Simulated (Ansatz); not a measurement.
A nudged elastic band was laid between two geometries of CH$_{4}$BrClMg (8 atoms, charge 0, multiplicity 1).

Computed with Ansatz 0.2.0, RKS PBE0-D4/def2-SVP.

```
movable images  : 9
climbing image  : yes
spring          : 5.0 eV/Å²
optimiser       : quadratic models (default)
start path      : through a guess of the saddle point
force threshold : 0.05 eV/Å
iteration limit : 60
end points      : relaxed
```

First end point:

```xyz
8
Properties=species:S:1:pos:R:3
Mg -0.628 -1.431 0.251
Br -0.980 -1.318 2.579
Cl -0.597 -2.207 -1.813
H 0.117 0.870 0.855
C 0.431 0.971 -0.197
H 1.227 0.256 -0.461
H 0.845 1.982 -0.316
H -0.414 0.877 -0.898
```

Last end point:

```xyz
8
Properties=species:S:1:pos:R:3
Mg -0.436 -0.923 -0.655
Br -0.701 -1.151 2.215
Cl -1.406 -2.874 -1.109
H -0.076 0.104 2.480
C 0.514 0.935 -0.727
H 1.475 0.919 -0.184
H -0.106 1.724 -0.264
H 0.735 1.268 -1.755
```

(1) Which bonds break or form, and what moves?

(2) What energy profile does the band end with?

(3) What is the geometry of the highest image?

(4) What are the harmonic wavenumbers there?

The band took 10 iterations and about 4 core-minutes.

Answers

(1) Bonds broken: H4–C5. Bonds formed: Br2–H4.

(2) The run converged. The highest image is number 7 of 0 to 10, 215.1 kJ/mol above the first end and 9.1 kJ/mol above the last; the last end lies 206.0 kJ/mol above the first. A vibrational analysis at the climbing image gives one clearly imaginary mode, 177i cm⁻¹: a first-order saddle point. The orbitals stay closed-shell, which can raise the energy where a bond breaks towards radicals; this wasn't checked here.

| image | path coordinate (Å) | energy (kJ/mol) | H4–C5 (Å) | Br2–H4 (Å) |
| --- | --- | --- | --- | --- |
| 0 | 0.00 | 0.0 | 1.10 | 2.99 |
| 1 | 0.48 | 0.2 | 1.10 | 2.98 |
| 2 | 0.96 | 2.2 | 1.10 | 2.86 |
| 3 | 1.44 | 9.2 | 1.10 | 2.68 |
| 4 | 1.92 | 29.4 | 1.11 | 2.42 |
| 5 | 2.40 | 90.8 | 1.19 | 2.09 |
| 6 | 2.88 | 198.2 | 1.58 | 1.70 |
| 7 | 3.36 | 215.1 | 2.04 | 1.48 |
| 8 | 3.95 | 210.6 | 2.58 | 1.43 |
| 9 | 4.54 | 206.6 | 3.12 | 1.43 |
| 10 | 5.13 | 206.0 | 3.36 | 1.43 |

(3) 
```xyz
8
Properties=species:S:1:pos:R:3:forces:R:3
Mg -0.430 -1.066 -0.480 0.00 0.01 0.00
Br -0.687 -0.791 2.342 0.00 0.01 -0.01
Cl -1.176 -2.948 -1.373 0.00 0.00 0.00
H -0.155 0.228 1.417 -0.01 -0.01 0.01
C 0.466 0.857 -0.426 -0.01 -0.02 -0.01
H 1.566 0.762 -0.419 0.00 0.01 0.00
H 0.220 1.629 0.328 0.01 0.00 0.00
H 0.196 1.329 -1.389 0.00 0.00 0.00
```

(4) 177i, 60, 78, 119, 168, 289, 382, 413, 575, 631, 664, 1189, 1413, 1423, 2134, 3018, 3096, 3126 cm⁻¹.

Run time: 2.4 min on 2 threads of Intel(R) Xeon(R) 6975P-C (Granite Rapids), on a shared host, peak memory 0.26 GiB.
